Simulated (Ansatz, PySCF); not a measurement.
Zr(OEt)(H)3 (C2H8OZr), SMILES C(C)[O][ZrH3], multiplicity 1. Atoms are numbered in the order given.

```xyz
12

Zr     0.5112     0.2528     0.9916
O     -0.5022     0.3398    -0.5970
C     -1.2382     0.3292    -1.7982
C     -1.0992    -1.0015    -2.5194
H     -2.2964     0.5344    -1.5591
H     -0.8777     1.1568    -2.4338
H     -1.4696    -1.8258    -1.8902
H     -1.6807    -0.9908    -3.4548
H     -0.0453    -1.2008    -2.7686
H      2.2811    -0.0736     0.4882
H      0.3224     1.8991     1.8551
H     -0.1911    -1.1512     2.0057
```
Charge 0, spin multiplicity 1.

Coordinates come from a B3LYP-D3(BJ)/def2-SVP optimisation. The multiplicity is an assumed one; other spin states were not compared. The def2 effective core potentials stand for the cores of Zr; spin–orbit coupling is left out. The values are those of a single conformer.

Two levels are set side by side: PBE-D3(BJ)/def2-SVP (Ansatz, a program for electronic structure) and B3LYP-D3(BJ)/def2-SVP (Ansatz). Each level has its own optimised geometry; the coordinates shown are those of the second. Frequencies come from the Hessian of PySCF at each geometry. Differences are taken from unrounded values.

| quantity | B3LYP-D3(BJ) |
|---|---|
| mean bond length (Å) | 1.448 |
| bond Zr1–O2 (Å) | 1.886 |
| bond O2–C3 (Å) | 1.409 |
| bond C3–C4 (Å) | 1.520 |
| bond Zr1–H10 (Å) | 1.869 |
| bond Zr1–H11 (Å) | 1.869 |
| bond Zr1–H12 (Å) | 1.869 |
| bond C3–H5 (Å) | 1.104 |
| bond C3–H6 (Å) | 1.104 |
| bond C4–H7 (Å) | 1.101 |
| bond C4–H8 (Å) | 1.102 |
| bond C4–H9 (Å) | 1.101 |
| highest harmonic wavenumber (cm⁻¹) | 3128 |
| mean harmonic wavenumber (cm⁻¹) | 1272 |
| zero-point energy (kcal/mol) | 54.54 |

**Question.** What does PBE-D3(BJ) give, and how far is it from B3LYP-D3(BJ)? (An estimate is asked for; the answer gives what the named calculation found.)

**Answer.** 
| quantity | PBE-D3(BJ) | PBE-D3(BJ) minus B3LYP-D3(BJ) |
|---|---|---|
| mean bond length (Å) | 1.454 | 0.005 |
| bond Zr1–O2 (Å) | 1.885 | -0.002 |
| bond O2–C3 (Å) | 1.412 | 0.004 |
| bond C3–C4 (Å) | 1.522 | 0.002 |
| bond Zr1–H10 (Å) | 1.874 | 0.005 |
| bond Zr1–H11 (Å) | 1.873 | 0.005 |
| bond Zr1–H12 (Å) | 1.874 | 0.005 |
| bond C3–H5 (Å) | 1.113 | 0.009 |
| bond C3–H6 (Å) | 1.113 | 0.009 |
| bond C4–H7 (Å) | 1.108 | 0.007 |
| bond C4–H8 (Å) | 1.109 | 0.007 |
| bond C4–H9 (Å) | 1.108 | 0.007 |
| highest harmonic wavenumber (cm⁻¹) | 3077 | -50 |
| mean harmonic wavenumber (cm⁻¹) | 1241 | -31 |
| zero-point energy (kcal/mol) | 53.21 | -1.33 |

GGA bonds tend to be longer and softer than those of functionals with exact exchange. Differences between two approximate levels are no errors against the true value.
